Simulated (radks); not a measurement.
Species: the neon ion Ne2+. Configuration: [He] 2s2 2p4. Method: Dirac Kohn-Sham, PBE, spin-unpolarised, spherical densities, point nucleus; open shells are shared between the two j in proportion to 2j + 1; computed with a radial shooting solver on a logarithmic mesh with Libxc functionals.

Unscreened Slater integrals over Kohn-Sham orbitals (hartree). Large and small components are both included.

\begin{tabular}{lr}
integral & value \\ \hline
F0(2p3/2,2p3/2) & 1.1347 \\
F2(2p3/2,2p3/2) & 0.51766 \\
F0(2p3/2,2p1/2) & 1.1359 \\
G2(2p3/2,2p1/2) & 0.51786 \\
F0(2p3/2,2s1/2) & 1.1091 \\
G1(2p3/2,2s1/2) & 0.66994 \\
F0(2p3/2,1s1/2) & 1.6113 \\
G1(2p3/2,1s1/2) & 0.19715 \\
F0(2p1/2,2p1/2) & 1.1371 \\
F0(2p1/2,2s1/2) & 1.1101 \\
G1(2p1/2,2s1/2) & 0.67009 \\
F0(2p1/2,1s1/2) & 1.6151 \\
G1(2p1/2,1s1/2) & 0.19794 \\
F0(2s1/2,2s1/2) & 1.0951 \\
F0(2s1/2,1s1/2) & 1.5509 \\
G0(2s1/2,1s1/2) & 0.12042 \\
F0(1s1/2,1s1/2) & 5.9679 \\
\end{tabular}
